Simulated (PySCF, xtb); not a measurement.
GeH8N2Si, SMILES [SiH2]([GeH2][NH2])N. Other conformers were not sampled.

Harmonic wavenumbers (cm⁻¹) from GFN2-xTB (xtb 6.7.1) at its own minimum, in rising order: 21, 107, 174, 199, 222, 342, 375, 466, 505, 508, 574, 609, 642, 666, 700, 798, 811, 839, 880, 907, 1514, 1521, 1704, 1909, 2106, 2250, 3424, 3448, 3468, 3505.

Task: What does PySCF 2.14.0 with PBE-D3(BJ)/def2-SVP give at its own minimum? (An estimate is asked for; the answer gives what the named calculation found.)

Result: 50, 87, 161, 191, 232, 353, 364, 430, 522, 557, 626, 655, 684, 711, 767, 822, 849, 887, 915, 941, 1497, 1504, 1965, 2066, 2071, 2162, 3425, 3473, 3519, 3567. Paired by order, the mean absolute difference is 45 cm⁻¹ and the zero-point energies are 50.3 and 51.5 kcal/mol.
